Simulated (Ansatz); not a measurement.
A nudged elastic band was laid between two geometries of ClH$_{6}$NSi$_{2}$ (10 atoms, charge 0, multiplicity 1).

Level of theory: RKS r2SCAN-D4/def2-SVP in Ansatz.

```yaml
movable_images: 7
climbing_image: yes
spring: 5.0 eV/Å²
optimiser: quadratic models (default)
start_path: IDPP
force_threshold: 0.05 eV/Å
iteration_limit: 60
end_points: relaxed
```

First end point:

```xyz
10
Properties=species:S:1:pos:R:3
N -0.471 1.659 -0.476
Si -0.079 0.025 -0.844
Si 0.679 -1.032 1.098
Cl -1.701 -1.149 -1.503
H -1.047 1.870 0.334
H -0.664 2.315 -1.228
H 0.887 0.050 -1.976
H 0.916 -2.485 0.844
H -0.378 -0.893 2.148
H 1.941 -0.410 1.606
```

Last end point:

```xyz
10
Properties=species:S:1:pos:R:3
N 0.662 1.438 -0.850
Si -0.401 0.090 -0.735
Si 0.182 -1.190 1.132
Cl -2.430 0.584 -0.440
H 0.844 2.012 -0.032
H 0.664 2.009 -1.692
H -0.344 -0.625 -2.040
H 1.559 -1.757 1.001
H -0.793 -2.306 1.321
H 0.141 -0.305 2.338
```

**Question.** Which bonds break or form, and what moves?

**Answer.** No bond is made or broken. The dihedral Cl4–Si2–Si3–H8 goes from 52 to 173°. The two ends are copies of one structure, up to a mirror image or an exchange of like atoms.

**Question.** Give the energies along the band, and the barrier.

**Answer.** The run converged. The highest image is number 4 of 0 to 8, 0.056 eV above the ends, which have the same energy within 2 meV. A vibrational analysis at the climbing image gives one clearly imaginary mode, 110i cm⁻¹: a first-order saddle point.

```csv
image,path coordinate (Å),energy (eV),dihedral Cl4–Si2–Si3–H8 (°)
0,0.00,0.000,52
1,0.54,0.008,66
2,1.08,0.029,81
3,1.62,0.049,97
4,2.17,0.056,112
5,2.71,0.048,128
6,3.25,0.028,143
7,3.79,0.008,159
8,4.33,0.000,173
```

**Question.** What is the geometry of the highest image?

**Answer.** 
```xyz
10
Properties=species:S:1:pos:R:3
N 0.267 1.633 -0.723
Si -0.304 0.010 -0.787
Si 0.384 -1.140 1.147
Cl -2.398 -0.192 -0.883
H 0.154 2.176 0.128
H 0.167 2.229 -1.541
H 0.198 -0.575 -2.061
H 1.175 -2.355 0.775
H -0.804 -1.571 1.944
H 1.245 -0.266 2.004
```

**Question.** What are the harmonic wavenumbers there?

**Answer.** 110i, 128, 175, 228, 310, 408, 445, 498, 508, 535, 695, 817, 857, 874, 918, 928, 932, 1547, 2205, 2215, 2227, 2240, 3563, 3663 cm⁻¹.

The run took 84 s on 2 threads of AMD EPYC 7B13 (Zen 3), on a shared host, peak memory 0.18 GiB.
